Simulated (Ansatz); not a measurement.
[AgF4]- (AgF₄⁻). Total charge -1; singlet. Geometry PBE0-D4/def2-SVPD, basis def2-TZVPD, Ansatz.

| run | HOMO (eV) | LUMO (eV) |
| --- | --- | --- |
| A | -4.93 | 0.14 |
| B | -3.00 | -0.84 |
| C | -3.18 | -0.61 |
| D | -2.76 | -0.53 |
| E | -7.09 | 0.96 |
| F | -4.51 | -0.23 |

In the def2 sets Ag takes a core potential; there is no spin–orbit coupling. HSE06 is defined as in plane-wave codes, on full-range PBE exchange.

Q: The runs used BHLYP, HSE06, LDA (SPW92), PBE, PBE0, r2SCAN. Estimate which is which.

A: A PBE0 (25 % exact exchange); B LDA (SPW92) (0 % exact exchange); C r2SCAN (0 % exact exchange); D PBE (0 % exact exchange); E BHLYP (50 % exact exchange); F HSE06 (range-separated). Exact exchange lowers occupied and raises empty levels; among semilocal functionals meta-GGAs tend to open the gap a little, and such runs are hard to tell apart. The gap grows from 2.16 eV (LDA (SPW92)) to 8.05 eV (BHLYP).
